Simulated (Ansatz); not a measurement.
CH$_{9}$NSSi$_{2}$ (SMILES C[SiH2]S[SiH2]N), singlet, at a GFN2-xTB geometry, atoms displaced at random by about 0.08 Å a coordinate; Ansatz (a first-principles code) with B3LYP/STO-3G, gradient.

Ansatz was given this input:
Ansatz 0.2 input:
```yaml
crystal:
  periodic: [false, false, false]
  atoms:
    - {symbol: Si, position_ang: [1.55499329, 0.62650034, -0.10526561]}
    - {symbol: C, position_ang: [3.36239454, -0.40217557, -0.18131216]}
    - {symbol: S, position_ang: [-0.04905079, -0.82557927, 0.12522865]}
    - {symbol: Si, position_ang: [-1.69745443, 0.41006744, 0.18433109]}
    - {symbol: N, position_ang: [-3.21582938, -0.52725697, 0.22421684]}
    - {symbol: H, position_ang: [1.34822749, 1.61243365, -1.19015314]}
    - {symbol: H, position_ang: [1.59584157, 1.37949683, 1.07736715]}
    - {symbol: H, position_ang: [3.31825799, -1.11289776, 0.62162025]}
    - {symbol: H, position_ang: [4.13130973, 0.13076266, -0.34071854]}
    - {symbol: H, position_ang: [3.19721262, -0.82867968, -1.12411497]}
    - {symbol: H, position_ang: [-1.51064620, 1.07082439, 1.38071242]}
    - {symbol: H, position_ang: [-1.82500227, 1.35452458, -0.97683010]}
    - {symbol: H, position_ang: [-3.29419987, -0.99177966, 1.09478860]}
    - {symbol: H, position_ang: [-3.45814079, -0.85877742, -0.52100483]}
basis:
  gaussian:
    orbitals: STO-3G
hamiltonian:
  xc: b3lyp
output: {forces: true}
```

The log (banner, timings and long lists left out):

```
Functional definition: B3LYP
549 factors; integrals over basis functions are off by at most 5.1e-5 eV
mean field evaluation 1: about -28924.7421 eV, gradient 3.1e1 eV
mean field evaluation 2: about -28924.7768 eV, gradient 3.1e1 eV
mean field evaluation 4: about -28927.9705 eV, gradient 5.4e-1 eV
mean field evaluation 8: about -28927.9345 eV, gradient 1.7e-2 eV
mean field -28927.93450570 eV, -1063.0819850263 hartree, gradient 3.0e-5 eV, S^2 0.000000; 0 other end points of the search recorded, 0 dependent functions left out
the calculation of the forces begins
reference -28927.93474647 eV, -1063.0819938742 hartree; 33, 33 occupied and 13, 13 virtual orbitals, 549 factors
Total energy: -28927.93474647 eV, -1063.0819938742 hartree
Atom 0 at     1.554993     0.626500    -0.105266 Å, force     2.001790    -1.575736    -0.374181 eV/Å
Atom 1 at     3.362395    -0.402176    -0.181312 Å, force   -10.803816    -1.766723     0.666995 eV/Å
Atom 2 at    -0.049051    -0.825579     0.125229 Å, force     2.276432    -1.012318    -0.847027 eV/Å
Atom 3 at    -1.697454     0.410067     0.184331 Å, force    -2.560547     0.214749    -2.396898 eV/Å
Atom 4 at    -3.215829    -0.527257     0.224217 Å, force     7.315287     9.431835    12.434215 eV/Å
Atom 5 at     1.348227     1.612434    -1.190153 Å, force     0.181626    -0.703109     0.284516 eV/Å
Atom 6 at     1.595842     1.379497     1.077367 Å, force    -0.037883     0.861565     1.059531 eV/Å
Atom 7 at     3.318258    -1.112898     0.621620 Å, force     0.690510    -0.491933     0.475207 eV/Å
Atom 8 at     4.131310     0.130763    -0.340719 Å, force     7.328626     5.350404    -0.052259 eV/Å
Atom 9 at     3.197213    -0.828680    -1.124115 Å, force    -0.136799    -2.112355    -1.697849 eV/Å
Atom 10 at    -1.510646     1.070824     1.380712 Å, force    -0.350836     1.393497     1.666279 eV/Å
Atom 11 at    -1.825002     1.354525    -0.976830 Å, force     0.274135    -0.652332     0.929629 eV/Å
Atom 12 at    -3.294200    -0.991780     1.094789 Å, force    -1.049317    -1.850704     1.304258 eV/Å
Atom 13 at    -3.458141    -0.858777    -0.521005 Å, force    -5.129209    -7.086841   -13.452417 eV/Å
Dipole moment:     0.013450    -0.000994    -0.102045 e Å
```
